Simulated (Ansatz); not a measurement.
Geometry optimisation, Ansatz, DFT PBE, scalar-relativistic, plane waves, PAW.

Input file:

```yaml
crystal:
  lattice:
    - [7.398, 0.0, 0.0]
    - [-3.699, 6.406856, 0.0]
    - [0.0, 0.0, 12.0]
  atoms:
    - { symbol: C, position: [0.0, 0.0, 0.0833333] }
    - { symbol: C, position: [0.2222222, 0.1111111, 0.0833333] }
    - { symbol: C, position: [0.0, 0.3333333, 0.0833333] }
    - { symbol: C, position: [0.2222222, 0.4444444, 0.0833333] }
    - { symbol: C, position: [0.0, 0.6666667, 0.0833333] }
    - { symbol: C, position: [0.2222222, 0.7777778, 0.0833333] }
    - { symbol: C, position: [0.3333333, 0.0, 0.0833333] }
    - { symbol: C, position: [0.5555556, 0.1111111, 0.0833333] }
    - { symbol: C, position: [0.3333333, 0.3333333, 0.0833333] }
    - { symbol: C, position: [0.5555556, 0.4444444, 0.0833333] }
    - { symbol: C, position: [0.3333333, 0.6666667, 0.0833333] }
    - { symbol: C, position: [0.5555556, 0.7777778, 0.0833333] }
    - { symbol: C, position: [0.6666667, 0.0, 0.0833333] }
    - { symbol: C, position: [0.8888889, 0.1111111, 0.0833333] }
    - { symbol: C, position: [0.6666667, 0.3333333, 0.0833333] }
    - { symbol: C, position: [0.8888889, 0.4444444, 0.0833333] }
    - { symbol: C, position: [0.6666667, 0.6666667, 0.0833333] }
    - { symbol: C, position: [0.8888889, 0.7777778, 0.0833333] }
    - { symbol: "N", position: [0.0047651, -0.0066854, 0.2075] }
    - { symbol: H, position: [0.0182104, 0.0069024, 0.2933333] }
basis:
  ecutwfc: 420.0
kpoints:
  mp_grid: { grid: [2, 2, 1] }
hamiltonian:
  xc: pbe
scf:
  occupations: { method: gaussian, width: 0.05 }
  lower_state_search: "off"
relax:
  f_tol: 0.03
  max_steps: 60
  adjacent_minimum: "off"
```

Command:

```bash
$ ansatz run input.yaml --threads 1 --pin off --max-ram 3072MiB --backend cpu --events-out ev --progress --plain --runs-dir out
```

Q: Where does it end, and by what steps?

A: The run converged. Limits of this set-up: coarse k mesh, slab without dipole correction. After 14 steps the energy has fallen by 3.393 eV; H20 moved furthest, 1.13 Å. Joined: C2–N19.

| step | energy less start (eV) | largest force component (eV/Å) | accepted |
| --- | --- | --- | --- |
| 0 | 0.0000 | 2.861 | yes |
| 1 | -0.5348 | 2.673 | yes |
| 2 | -1.1114 | 1.679 | yes |
| 3 | -1.3760 | 1.732 | yes |
| 4 | -1.7253 | 2.115 | yes |
| 5 | -2.0077 | 1.468 | yes |
| 6 | -2.2322 | 1.289 | yes |
| 7 | -2.5225 | 1.701 | yes |
| 8 | -2.9373 | 1.727 | yes |
| 9 | -3.3267 | 1.095 | yes |
| 10 | -3.3781 | 0.510 | yes |
| 11 | -3.3855 | 0.221 | yes |
| 12 | -3.3916 | 0.123 | yes |
| 13 | -3.3931 | 0.035 | yes |
| 14 | -3.3932 | 0.011 | yes |

```xyz
20
Lattice="7.3980 0.0000 0.0000 -3.6990 6.4069 0.0000 0.0000 0.0000 12.0000" Properties=species:S:1:pos:R:3
C -0.072 -0.096 1.342
C 1.242 0.663 1.342
C -1.274 2.051 0.998
C -0.017 2.777 0.998
C -2.516 4.200 1.002
C -1.257 4.927 1.002
C 2.464 -0.091 1.038
C 3.674 0.635 0.937
C 1.197 2.095 1.038
C 2.434 2.783 0.938
C -0.023 4.207 0.946
C 1.197 4.910 0.941
C 4.894 -0.068 0.937
C 6.108 0.659 1.037
C 3.670 2.066 0.942
C 4.889 2.771 0.946
C 2.435 4.191 0.936
C 3.668 4.876 1.036
N 0.611 0.238 2.627
H 0.136 1.057 3.026
```

Whether the end is a true minimum wasn't checked by a vibrational analysis.

The run took 54 s on 1 thread of Intel(R) Xeon(R) Platinum 8488C (Sapphire Rapids), with other jobs on the host, peak memory 0.71 GiB.
